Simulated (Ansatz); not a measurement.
Reaction (formal exchange of groups at the In–C bond): `Cl[CH](Cl)[InH2]` + `FC=[Se]` → `F[C](=[Se])[InH2]` + `ClCCl`

Computed with Ansatz on PBE0-D4/def2-TZVP structures; ΔE is electronic, products minus reactants. CCSD(T)/CBS is the MP2 limit (def2-TZVPP, def2-QZVPP) plus CCSD(T) − MP2 in def2-TZVPP, frozen cores. This one scheme is used for every species. DFT in def2-TZVPP. B3LYP here is the variant with VWN-RPA as its local correlation; programs differ in this. HSE06 is defined as in plane-wave codes. Elements past krypton have def2 core potentials. For In, Se outer-core shells are correlated without core-valence functions, which leaves a few kJ/mol of doubt a bond. Scalar relativity is left out up to krypton.

`Cl[CH](Cl)[InH2]`:

Z-matrix (Å, degrees):
```
C
Cl 1 1.805
In 1 2.188 2 98.5
Cl 1 1.767 2 111.1 3 -122.4
H 1 1.086 2 105.4 3 122.1
H 3 1.711 1 114.7 2 -84.9
H 3 1.716 1 116.2 2 91.2
```

`FC=[Se]`:

```xyz
4

F     0.353    0.761   -1.035
C    -0.091    0.005   -0.049
Se    0.887   -0.551    1.272
H    -1.149   -0.215   -0.188
```

`F[C](=[Se])[InH2]`:

Z-matrix (Å, degrees):
```
In
C 1 2.175
Se 1 3.021 2 35.4
H 1 1.707 2 114.1 3 -89.0
H 1 1.707 2 114.1 3 89.0
F 2 1.314 1 139.0 3 -180.0
```

`ClCCl`:

```xyz
5

Cl    1.313    1.058   -0.015
C    -0.028   -0.077    0.120
Cl   -0.990   -0.179   -1.354
H     0.381   -1.061    0.325
H    -0.676    0.259    0.924
```

```json
{"level": "LDA (SPW92)", "ΔE (kcal/mol)": "-7.3", "difference from CCSD(T)/CBS": "-1.1"}
{"level": "PBE-D4", "ΔE (kcal/mol)": "-6.6", "difference from CCSD(T)/CBS": "-0.4"}
{"level": "revPBE-D4", "ΔE (kcal/mol)": "-6.0", "difference from CCSD(T)/CBS": "0.2"}
{"level": "BLYP-D4", "ΔE (kcal/mol)": "-5.6", "difference from CCSD(T)/CBS": "0.6"}
{"level": "r2SCAN-D4", "ΔE (kcal/mol)": "-6.8", "difference from CCSD(T)/CBS": "-0.6"}
{"level": "B97M-V", "ΔE (kcal/mol)": "-6.9", "difference from CCSD(T)/CBS": "-0.7"}
{"level": "PBE0-D4", "ΔE (kcal/mol)": "-6.6", "difference from CCSD(T)/CBS": "-0.4"}
{"level": "B3LYP-D4", "ΔE (kcal/mol)": "-5.7", "difference from CCSD(T)/CBS": "0.5"}
{"level": "r2SCANh-D4", "ΔE (kcal/mol)": "-6.8", "difference from CCSD(T)/CBS": "-0.6"}
{"level": "r2SCAN0-D4", "ΔE (kcal/mol)": "-6.8", "difference from CCSD(T)/CBS": "-0.6"}
{"level": "HSE06-D4", "ΔE (kcal/mol)": "-6.6", "difference from CCSD(T)/CBS": "-0.4"}
{"level": "BHLYP-D4", "ΔE (kcal/mol)": "-6.0", "difference from CCSD(T)/CBS": "0.2"}
{"level": "CAM-B3LYP-D4", "ΔE (kcal/mol)": "-5.6", "difference from CCSD(T)/CBS": "0.6"}
{"level": "ωB97X-V", "ΔE (kcal/mol)": "-5.8", "difference from CCSD(T)/CBS": "0.4"}
{"level": "ωB97M-V", "ΔE (kcal/mol)": "-5.9", "difference from CCSD(T)/CBS": "0.3"}
{"level": "B2PLYP", "ΔE (kcal/mol)": "-6.3", "difference from CCSD(T)/CBS": "-0.1"}
{"level": "PBE", "ΔE (kcal/mol)": "-6.9", "difference from CCSD(T)/CBS": "-0.7"}
{"level": "revPBE", "ΔE (kcal/mol)": "-6.7", "difference from CCSD(T)/CBS": "-0.5"}
{"level": "BLYP", "ΔE (kcal/mol)": "-6.2", "difference from CCSD(T)/CBS": "0.0"}
{"level": "r2SCAN", "ΔE (kcal/mol)": "-6.9", "difference from CCSD(T)/CBS": "-0.7"}
{"level": "PBE0", "ΔE (kcal/mol)": "-6.9", "difference from CCSD(T)/CBS": "-0.7"}
{"level": "B3LYP", "ΔE (kcal/mol)": "-6.2", "difference from CCSD(T)/CBS": "0.0"}
{"level": "r2SCANh", "ΔE (kcal/mol)": "-6.9", "difference from CCSD(T)/CBS": "-0.7"}
{"level": "r2SCAN0", "ΔE (kcal/mol)": "-6.9", "difference from CCSD(T)/CBS": "-0.7"}
{"level": "HSE06", "ΔE (kcal/mol)": "-6.9", "difference from CCSD(T)/CBS": "-0.7"}
{"level": "LC-ωPBE", "ΔE (kcal/mol)": "-6.2", "difference from CCSD(T)/CBS": "0.0"}
{"level": "RPA@PBE/def2-TZVPP", "ΔE (kcal/mol)": "-6.1", "difference from CCSD(T)/CBS": "0.1"}
{"level": "HF/def2-SVP", "ΔE (kcal/mol)": "-4.7", "difference from CCSD(T)/CBS": "1.5"}
{"level": "MP2/def2-SVP", "ΔE (kcal/mol)": "-4.8", "difference from CCSD(T)/CBS": "1.4"}
{"level": "CCSD/def2-SVP", "ΔE (kcal/mol)": "-4.6", "difference from CCSD(T)/CBS": "1.6"}
{"level": "HF/def2-TZVPP", "ΔE (kcal/mol)": "-6.9", "difference from CCSD(T)/CBS": "-0.7"}
{"level": "MP2/def2-TZVPP", "ΔE (kcal/mol)": "-5.4", "difference from CCSD(T)/CBS": "0.8"}
{"level": "SCS-MP2/def2-TZVPP", "ΔE (kcal/mol)": "-5.2", "difference from CCSD(T)/CBS": "1.0"}
{"level": "CCSD/def2-TZVPP", "ΔE (kcal/mol)": "-5.9", "difference from CCSD(T)/CBS": "0.3"}
{"level": "CCSD(T)/def2-TZVPP", "ΔE (kcal/mol)": "-6.1", "difference from CCSD(T)/CBS": "0.1"}
{"level": "HF/def2-QZVPP", "ΔE (kcal/mol)": "-6.9", "difference from CCSD(T)/CBS": "-0.7"}
{"level": "MP2/def2-QZVPP", "ΔE (kcal/mol)": "-5.4", "difference from CCSD(T)/CBS": "0.8"}
{"level": "SCS-MP2/def2-QZVPP", "ΔE (kcal/mol)": "-5.2", "difference from CCSD(T)/CBS": "1.0"}
{"level": "MP2/CBS(def2)", "ΔE (kcal/mol)": "-5.4", "difference from CCSD(T)/CBS": "0.8"}
{"level": "CCSD/CBS(def2)", "ΔE (kcal/mol)": "-5.9", "difference from CCSD(T)/CBS": "0.3"}
{"level": "CCSD(T)/CBS", "ΔE (kcal/mol)": "-6.2", "difference from CCSD(T)/CBS": "0"}
```

Largest T1 diagnostic among the species: 0.018.

Leaving LDA and LC-ωPBE aside and taking each functional with its dispersion term where it has one, the values spread over 1.3 kcal/mol, from B97M-V to BLYP-D4. In def2-TZVPP, CCSD(T) changes the Hartree–Fock value by +0.8 kcal/mol (the triples alone add −0.3 kcal/mol) and MP2 by +1.6 kcal/mol. At CCSD(T), def2-SVP lies +1.1 kcal/mol from the extrapolated value and def2-TZVPP +0.1 kcal/mol.
